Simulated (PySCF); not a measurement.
The dipole of `N#C[C@@]12C=C[C@H]3[C@@H](C(F)=C1)[C@]32F` from its density and from atomic charges.

Coordinates (GFN2-xTB, Å) and charges (e) from the PBE0/pcSseg-1 density (PySCF):

```json
{"atom": "N1", "x": "-1.925", "y": "2.890", "z": "0.745", "Mulliken": "-0.2297", "IAO": "-0.2210", "Hirshfeld": "-0.2087", "ESP-fitted": "-0.4491"}
{"atom": "C2", "x": "-1.333", "y": "1.959", "z": "0.448", "Mulliken": "+0.2763", "IAO": "+0.1436", "Hirshfeld": "+0.0801", "ESP-fitted": "+0.3891"}
{"atom": "C3", "x": "-0.607", "y": "0.784", "z": "0.056", "Mulliken": "-0.7111", "IAO": "-0.0360", "Hirshfeld": "+0.0301", "ESP-fitted": "+0.1502"}
{"atom": "C4", "x": "-1.437", "y": "-0.435", "z": "-0.314", "Mulliken": "+0.0666", "IAO": "-0.1405", "Hirshfeld": "-0.0392", "ESP-fitted": "-0.2681"}
{"atom": "C5", "x": "-0.832", "y": "-1.556", "z": "0.078", "Mulliken": "+0.0315", "IAO": "-0.1625", "Hirshfeld": "-0.0507", "ESP-fitted": "-0.2245"}
{"atom": "C6", "x": "0.376", "y": "-1.264", "z": "0.853", "Mulliken": "-0.1642", "IAO": "-0.1565", "Hirshfeld": "-0.0403", "ESP-fitted": "+0.0248"}
{"atom": "C7", "x": "1.503", "y": "-0.371", "z": "0.222", "Mulliken": "-0.2137", "IAO": "-0.1867", "Hirshfeld": "-0.0526", "ESP-fitted": "-0.2213"}
{"atom": "C8", "x": "1.304", "y": "0.178", "z": "-1.121", "Mulliken": "+0.4121", "IAO": "+0.2946", "Hirshfeld": "+0.0861", "ESP-fitted": "+0.3695"}
{"atom": "F9", "x": "2.191", "y": "-0.048", "z": "-2.094", "Mulliken": "-0.2568", "IAO": "-0.2505", "Hirshfeld": "-0.0746", "ESP-fitted": "-0.1761"}
{"atom": "C10", "x": "0.181", "y": "0.887", "z": "-1.238", "Mulliken": "+0.0123", "IAO": "-0.2113", "Hirshfeld": "-0.0715", "ESP-fitted": "-0.4923"}
{"atom": "C11", "x": "0.417", "y": "0.215", "z": "1.065", "Mulliken": "+0.4514", "IAO": "+0.3194", "Hirshfeld": "+0.1018", "ESP-fitted": "+0.1425"}
{"atom": "F12", "x": "0.622", "y": "0.814", "z": "2.256", "Mulliken": "-0.2585", "IAO": "-0.2684", "Hirshfeld": "-0.0840", "ESP-fitted": "-0.1640"}
{"atom": "H13", "x": "-2.328", "y": "-0.343", "z": "-0.906", "Mulliken": "+0.0997", "IAO": "+0.1708", "Hirshfeld": "+0.0623", "ESP-fitted": "+0.2052"}
{"atom": "H14", "x": "-1.164", "y": "-2.557", "z": "-0.126", "Mulliken": "+0.1004", "IAO": "+0.1686", "Hirshfeld": "+0.0611", "ESP-fitted": "+0.1778"}
{"atom": "H15", "x": "0.724", "y": "-1.961", "z": "1.599", "Mulliken": "+0.1318", "IAO": "+0.1747", "Hirshfeld": "+0.0670", "ESP-fitted": "+0.1165"}
{"atom": "H16", "x": "2.503", "y": "-0.551", "z": "0.584", "Mulliken": "+0.1396", "IAO": "+0.1821", "Hirshfeld": "+0.0695", "ESP-fitted": "+0.1657"}
{"atom": "H17", "x": "-0.203", "y": "1.371", "z": "-2.115", "Mulliken": "+0.1123", "IAO": "+0.1796", "Hirshfeld": "+0.0642", "ESP-fitted": "+0.2542"}
```

Problem. Compute μ = Σ q r for each scheme (1 e·Å = 4.803 D) and compare with the dipole of the full density.

Solution. The full density gives (1.13, -4.15, -1.13) D, 4.45 D in size; dipole vectors point from the negative to the positive end.

```
    scheme     μx     μy     μz  size (D)  share of the full size (%)  angle to the full dipole (°)
  Mulliken   0.37  -4.61  -1.84      4.98                         112                            12
       IAO  -0.15  -3.67  -1.08      3.83                          86                            17
 Hirshfeld   0.96  -2.91  -0.68      3.14                          71                             4
ESP-fitted   1.11  -4.15  -1.11      4.43                         100                             0
```

Problem. Which set comes closest?

Solution. Length of the difference vector: ESP-fitted 0.03 D, Mulliken 1.13 D, Hirshfeld 1.33 D, IAO 1.37 D. Closest: ESP-fitted. 

Problem. What is left for the Hirshfeld atoms' own dipoles?

Solution. The Hirshfeld atoms' densities add up to the full density, so μ = Σ q r + Σ (atomic dipoles). The atomic dipoles sum to (1.13, -4.15, -1.13) − (0.96, -2.91, -0.68) = (0.17, -1.24, -0.45) D, 1.33 D in size.

Problem. With the origin at the mean of the coordinates, (0.000, 0.001, -0.001) Å, which are the largest single terms, by size, of the ESP-fitted dipole along the direction of the full one?

Solution. N1 +7.28, C2 -4.26, H14 +1.81, C5 -1.32, C10 +1.11 D; all 17 atoms together +4.43 D. The single terms depend on the origin, their sum doesn't.

Problem. Give the size of the full dipole in other units.

Solution. 4.45 D = 1.750 au = 0.926 e·Å = 14.84 × 10⁻³⁰ C·m.

Isolated species at its GFN2-xTB geometry (one conformer only).
